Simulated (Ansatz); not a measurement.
H₃O₂ (SMILES O[OH2+]), charge +1, singlet, geometry from GFN2-xTB; CCSD(T)/cc-pVDZ run with Ansatz (a quantum-chemistry and plane-wave program).

The Ansatz input:
Ansatz 0.2 input:
```yaml
crystal:
  periodic: [false, false, false]
  atoms:
    - {symbol: O, position_ang: [0.62375745, -0.28460684, 0.32145270]}
    - {symbol: O, position_ang: [-0.53954200, 0.25003518, -0.28746688]}
    - {symbol: H, position_ang: [1.36664424, -0.20582617, -0.31616238]}
    - {symbol: H, position_ang: [-0.83825254, 0.98283555, 0.32573956]}
    - {symbol: H, position_ang: [-1.20211531, -0.50043606, -0.28146374]}
basis:
  gaussian:
    orbitals: cc-pVDZ
total_charge: 1
magnetization: {spin_polarized: false}
correlation: {method: ccsd_t, electrons: outside_noble_gas}
accuracy: high
```

Output, abridged:

```
Functional definition: HF
920 factors; integrals over basis functions are off by at most 3.6e-9 eV
mean field evaluation 1: about -4107.5709 eV, gradient 3.9e1 eV
mean field evaluation 2: about -4107.5711 eV, gradient 3.9e1 eV
mean field evaluation 4: about -4110.4087 eV, gradient 2.3e0 eV
mean field evaluation 8: about -4110.4324 eV, gradient 1.5e-1 eV
mean field evaluation 16: about -4109.8820 eV, gradient 1.8e1 eV
mean field -4110.43254233 eV, -151.0556097795 hartree, gradient 1.4e-8 eV, S^2 0.000000; 0 other end points of the search recorded, 0 dependent functions left out
2 core orbitals not correlated
reference -4110.43254233 eV, -151.0556097795 hartree; 7, 7 occupied and 34, 34 virtual orbitals, 920 factors
second order -10.46959105 eV of doubles, -0.00000000 eV of singles
cycle   1  -10.61071246 eV  change   -1.4e-1 eV  update   6.0e-2
cycle   2  -10.88291945 eV  change   -2.7e-1 eV  update   1.9e-2
cycle   3  -10.93883283 eV  change   -5.6e-2 eV  update   8.5e-3
cycle   4  -10.93651202 eV  change    2.3e-3 eV  update   2.1e-3
cycle   5  -10.93758179 eV  change   -1.1e-3 eV  update   8.8e-4
cycle   6  -10.93746642 eV  change    1.2e-4 eV  update   3.0e-4
cycle   7  -10.93736137 eV  change    1.1e-4 eV  update   8.7e-5
cycle   8  -10.93736744 eV  change   -6.1e-6 eV  update   2.8e-5
cycle   9  -10.93736975 eV  change   -2.3e-6 eV  update   8.0e-6
cycle  10  -10.93736977 eV  change   -2.7e-8 eV  update   3.1e-6
cycle  11  -10.93737341 eV  change   -3.6e-6 eV  update   1.4e-6
cycle  12  -10.93737273 eV  change    6.8e-7 eV  update   6.1e-7
cycle  13  -10.93737293 eV  change   -1.9e-7 eV  update   2.0e-7
cycle  14  -10.93737275 eV  change    1.7e-7 eV  update   7.6e-8
cycle  15  -10.93737269 eV  change    6.1e-8 eV  update   4.0e-8
cycle  16  -10.93737270 eV  change   -4.2e-9 eV  update   2.4e-8
cycle  17  -10.93737269 eV  change    2.4e-9 eV  update   1.7e-8
cycle  18  -10.93737267 eV  change    2.7e-8 eV  update   9.1e-8
cycle  19  -10.93737264 eV  change    2.6e-8 eV  update   2.5e-8
cycle  20  -10.93737265 eV  change   -9.7e-9 eV  update   7.8e-9
cycle  21  -10.93737265 eV  change   -2.1e-9 eV  update   2.5e-9
cycle  22  -10.93737265 eV  change   -1.2e-9 eV  update  8.4e-10
perturbative correction -0.24849494 eV, -0.0091320206 hartree
Total energy: -4121.61840993 eV, -151.4666828315 hartree
```
